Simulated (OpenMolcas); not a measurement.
An atom or ion with 30 electrons was computed by SS-CASPT2, IPEA 0.25 Eh, imaginary shift 0.1 Eh with spin-orbit coupling (OpenMolcas, ANO-RCC-VQZP, DKH2). The lowest levels that the run gave, each within 12 % of the measured value where one is at hand:

```json
{"J": "0", "Parity": "even", "E (eV)": "0.0000", "g": ""}
{"J": "0", "Parity": "odd", "E (eV)": "14.324", "g": ""}
{"J": "1", "Parity": "odd", "E (eV)": "14.630", "g": "1.499"}
{"J": "2", "Parity": "odd", "E (eV)": "15.336", "g": "1.501"}
{"J": "1", "Parity": "odd", "E (eV)": "21.403", "g": "1.002"}
```

Task: Which ion is it, and what are the configurations and terms?

Result: Kr6+ (Z = 36, charge +6; active space 2 electrons in 4 orbitals (4s 4p)). J, parity and g give the terms where levels are pure, and mixed ones are named by the computed weights; the size of the splittings, set against known spectra of the 30-electron sequence, gives the charge. In order, with the measured energies in eV (Saloman, J. Phys. Chem. Ref. Data 36, 215 (2007)): 4s2 1S0, 4s 4p 3P* 0 (14.5545), 4s 4p 3P* 1 (14.8899), 4s 4p 3P* 2 (15.6906), 4s 4p 1P* 1 (21.1808).

Over all roots computed the reference weight is 0.94 to 0.99; the roots of lowest weight are the least certain, and an intruder state may touch them. Some high roots are left out of the spin-orbit mixing, which shifts the levels that they would mix with. Measured partners are found by configuration, term and J. A level has none where our copy of the source lacks it or the pairing is in doubt (some pairs that miss far off the trend of their configuration count as doubtful), and it then counts in no deviation. Levels of configurations outside the active space are missing.

* marks odd parity.
